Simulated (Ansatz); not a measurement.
Consider the ligand exchange at the Sb–N bond: `C=[N][SbH2]` + `N[SiH](O)F` → `N[SiH](F)[O][SbH2]` + `C=N`.

Program: Ansatz. Geometries: PBE0-D4/def2-TZVP. ΔE: electronic, gas phase. CCSD(T)/CBS is the MP2 limit (def2-TZVPP, def2-QZVPP) plus CCSD(T) − MP2 in def2-TZVPP, frozen cores. This one scheme is used for every species. Functionals use def2-TZVPP. Elements past krypton have def2 core potentials. For Sb outer-core shells are correlated without core-valence functions, which leaves a few kJ/mol of doubt a bond. One conformer a species, not always the lowest.

| species | PBE energy (Eh) |
| --- | --- |
| `C=[N][SbH2]` | -335.38093 |
| `N[SiH](O)F` | -521.59564 |
| `N[SiH](F)[O][SbH2]` | -762.43856 |
| `C=N` | -94.54683 |

(1) Work out ΔE.

Largest T1 diagnostic among the species: 0.015.

Answers

(1) ΔE = (-762.43856) + (-94.54683) − (-335.38093) − (-521.59564) = -0.00882 Eh = -5.5 kcal/mol. CCSD(T)/CBS gives -7.5 kcal/mol.

Leaving LDA and LC-ωPBE aside and taking each functional with its dispersion term where it has one, the values, not all of them listed here, spread over 2.8 kcal/mol, from BHLYP-D4 to revPBE-D4. LDA lies +1.0 kcal/mol from PBE without D4. In def2-TZVPP, CCSD(T) changes the Hartree–Fock value by +1.8 kcal/mol (the triples alone add +0.4 kcal/mol) and MP2 by +2.9 kcal/mol. From BLYP to BHLYP (50 % exact exchange), in def2-TZVPP and without D4, ΔE moves by −1.2 kcal/mol.
